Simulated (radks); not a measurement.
Valence configurations of Mg+ (all share [Ne]). Method: scalar-relativistic Kohn-Sham, PBEsol, spin-polarised, spherical densities, point nucleus; open shells are filled with parallel spins first; computed with a radial shooting solver on a logarithmic mesh with Libxc functionals. Energies are relative to 3s1; eigenvalues in eV for spin up.

| valence | E (eV) | moment (Bohr magnetons) | e(3p) | e(3s) |
|---|---|---|---|---|
| 3s1 | 0.000 | 1 | - | -11.887 |
| 3s0.5 3p0.5 | 2.202 | 1 | -7.839 | -12.230 |
| 3p1 | 4.389 | 1 | -8.170 | - |

NIST lists [Ne] 3s1 as the ground configuration; this level of theory agrees among the configurations tried. The energies are those of spherical high-spin densities, not of single terms.
